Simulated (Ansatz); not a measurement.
Z-matrix (Å, degrees):
```
C
I 1 2.200
O 1 1.335 2 112.8
F 1 1.358 2 107.0 3 123.0
H 1 1.088 2 104.6 3 -121.1
Si 3 1.679 1 126.9 2 77.0
H 6 1.477 3 103.8 1 -167.1
H 6 1.481 3 109.7 1 74.4
H 6 1.481 3 109.9 1 -47.5
```

Charge 0, multiplicity 1. I takes the def2 core potential.

List the PBE0/def2-TZVPP orbital energies in eV (the Gaussian-basis code of Ansatz). (Best estimate.)

Computed: Occupied: -1803.64, -674.86, -524.03, -283.43, -187.67, -145.90, -133.63, -133.35, -133.34, -100.61, -100.54, -100.53, -52.73, -52.64, -52.64, -52.39, -52.39, -35.02, -30.16, -20.70, -18.81, -16.67, -15.75, -14.32, -14.25, -12.13, -11.82, -11.34, -10.19, -9.81, -8.61, -7.58, -7.55. Lowest empty: -1.23, -0.02, 1.34, 1.39, 1.53, 2.20, 2.72, 3.48.
